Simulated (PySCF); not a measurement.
**A search over the determinants of LiSn**

Unrestricted PBE0; Li aug-cc-pVDZ, Sn aug-cc-pVDZ-PP with ECP28; scalar-relativistic core potentials (PySCF 2.14). Outer shells of the fragments: Li 2s1; Sn 4d10 5s2 5p2.

Followed along the bond (rough minima from three points):

```json
{"2Ms+1": "4", "unpaired": "σ ↑, π ↑↑", "⟨S²⟩ at the start": "3.75", "R at minimum (Å)": "2.60", "Te (eV)": "0.00"}
{"2Ms+1": "2", "unpaired": "π ↑", "⟨S²⟩ at the start": "0.76", "R at minimum (Å)": "2.78", "Te (eV)": "0.37"}
{"2Ms+1": "2", "unpaired": "σ ↑, π ↑↓", "⟨S²⟩ at the start": "1.76", "R at minimum (Å)": "2.63", "Te (eV)": "0.52"}
{"2Ms+1": "2", "unpaired": "σ ↓, π ↑↑", "⟨S²⟩ at the start": "1.76", "R at minimum (Å)": "2.68", "Te (eV)": "0.56"}
{"2Ms+1": "2", "unpaired": "σ ↑", "⟨S²⟩ at the start": "0.76", "R at minimum (Å)": "2.64", "Te (eV)": "1.19"}
```

Solutions found at the starting distance of 2.635 Å, counted from the lowest of them; the search is not exhaustive and high or unbound solutions are not listed, so other states can lie among these:

```csv
2Ms+1,unpaired,term,E (eV),⟨S²⟩,⟨Lz²⟩,μ (D)
4,"σ ↑, π ↑↑",⁴Σ⁻,0.00,3.75,0.00,-5.78
2,π ↑,²Π,0.40,0.76,1.00,-4.84
2,"σ ↑, π ↑↓",mixed,0.52,1.76,2.01,-5.71
2,"σ ↓, π ↑↑",mixed,0.56,1.76,0.00,-5.90
2,σ ↑,mixed,1.19,0.76,2.00,-5.35
4,"σ ↑↑, π ↑",⁴Π,1.90,3.75,1.00,5.10
2,π ↑,²Π,2.04,0.76,1.01,-5.15
4,"σ ↑, π ↑↑",mixed,3.00,3.75,2.01,2.21
```

A term symbol is given only where ⟨S²⟩ and ⟨Lz²⟩ are close to those of a pure state; real π, δ and φ orbitals otherwise mix terms. A positive dipole means Li(−)Sn(+).

Spin–orbit coupling is left out. Counting both spins, an empty level lies below a filled one in some of these solutions, because spin and occupation are held.
